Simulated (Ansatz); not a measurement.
Ansatz (a first-principles code) input (MP2/STO-3G):

Ansatz 0.2 input:
```yaml
crystal:
  periodic: [false, false, false]
  atoms:
    - {symbol: C, position_ang: [-1.67917000, -1.26128600, -0.12052100]}
    - {symbol: B, position_ang: [-0.58351000, -0.18098000, -0.11083400]}
    - {symbol: C, position_ang: [-0.89939200, 1.27904900, -0.60047000]}
    - {symbol: C, position_ang: [0.85232700, -0.58777400, 0.40450900]}
    - {symbol: C, position_ang: [1.95037800, 0.47687500, 0.40352800]}
    - {symbol: H, position_ang: [-1.50828900, -2.28305900, 0.20901900]}
    - {symbol: H, position_ang: [-2.69479900, -1.07352500, -0.45740100]}
    - {symbol: H, position_ang: [-0.23216900, 1.55874500, -1.42445200]}
    - {symbol: H, position_ang: [-0.68096600, 2.00493000, 0.19174400]}
    - {symbol: H, position_ang: [-1.92764800, 1.43631400, -0.92955900]}
    - {symbol: H, position_ang: [1.17799600, -1.46049000, -0.18014700]}
    - {symbol: H, position_ang: [0.73118300, -0.99733900, 1.41825700]}
    - {symbol: H, position_ang: [2.13209400, 0.86018700, -0.60303700]}
    - {symbol: H, position_ang: [1.67727300, 1.33132300, 1.02672800]}
    - {symbol: H, position_ang: [2.89801500, 0.08663000, 0.78074000]}
basis:
  gaussian:
    orbitals: STO-3G
magnetization: {spin_polarized: true, initial_magnetization: 1}
correlation: {method: mp2, electrons: outside_noble_gas}
```

Output:

```
Functional definition: HF
integrals: 0.01 GiB planned
479 factors; integrals over basis functions are off by at most 1.1e-4 eV
mean field: 0.09 GiB planned
mean field evaluation 1: about -4891.1276 eV, gradient 1.1e1 eV
mean field evaluation 2: about -4891.3633 eV, gradient 1.1e1 eV
mean field evaluation 4: about -4892.6437 eV, gradient 9.5e-1 eV
mean field evaluation 8: about -4892.6651 eV, gradient 1.5e-2 eV
mean field -4892.66515238 eV, -179.8021279823 hartree, gradient 1.6e-6 eV, S^2 0.760119; 0 other end points of the search recorded, 0 dependent functions left out
5 core orbitals not correlated
reference -4892.66515238 eV, -179.8021279823 hartree; 15, 14 occupied and 15, 16 virtual orbitals, 479 factors
second order -6.08208299 eV of doubles, -0.00000000 eV of singles
Total energy: -4898.74723536 eV, -180.0256404095 hartree
```

The geometry given is a B3LYP-D3(BJ)/def2-TZVP minimum.
